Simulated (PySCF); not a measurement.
Computed Raman spectrum (relative Raman activity) of a molecule C3H5ClOSi. The structure is a stationary point at B3LYP-D3(BJ)/def2-SVP. One conformer was computed; it need not be the lowest. Calculation: B3LYP-D3(BJ)/def2-SVP (PySCF 2.14.0). Frequencies are harmonic and unscaled.

```tsv
ν (cm⁻¹)	relative intensity
183	2.3
434	2.1
473	2.5
557	2.8
660	5.7
733	2.9
763	2.2
775	5.0
875	2.3
953	2.7
1055	4.0
1103	2.1
1207	4.8
1407	12
1679	7.6
2290	73
3030	77
3084	47
3198	46
3220	100
```

Task: Which structure fits?
A) Cl[Si@@H]1CC=CO1
B) C=C1OC[Si@H]1Cl
C) ClC1=C[SiH2]CO1
D) C=CC(=O)[SiH2]Cl

Result: A, Cl[Si@@H]1CC=CO1
